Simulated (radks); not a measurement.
The fluorine anion F-, [Ne], held by a Watson sphere: a shell of charge +1 at radius R that stands for the Madelung well of a crystal (potential energy -1/R inside, -1/r outside, in hartree with lengths in bohr). All-electron calculation, scalar-relativistic Kohn-Sham, LB94 model potential, spin-polarised, spherical densities, finite nucleus; Fermi nuclear charge, rms radius of each element as measured or else 0.836 A^(1/3) + 0.57 fm. Program: a radial shooting solver on a logarithmic mesh with Libxc functionals. Response by self-consistent Sternheimer equations with the Hartree and adiabatic LDA kernel, the relativistic mass of each level held fixed and spin-orbit coupling left out. The sphere does not respond.

| R (bohr) | e(1s) (eV) | e(2s) (eV) | e(2p) (eV) | <r> 2p (bohr) | sum of <r^2> (bohr^2) | X-ray form factor at sin(theta)/lambda = 0.3 1/angstrom | alpha (bohr^3) |
|---|---|---|---|---|---|---|---|
| 1.6 | -686.62 | -34.998 | -16.908 | 1.158 | 13.46 | 5.227 | 5.257 |
| 2.83 | -683.64 | -30.610 | -12.813 | 1.223 | 15.20 | 5.129 | 8.549 |
| 3.65 | -682.00 | -28.841 | -11.056 | 1.237 | 15.67 | 5.125 | 10.12 |
| 3.76 | -681.81 | -28.649 | -10.864 | 1.238 | 15.71 | 5.125 | 10.28 |
| 3.95 | -681.51 | -28.337 | -10.553 | 1.240 | 15.77 | 5.124 | 10.54 |
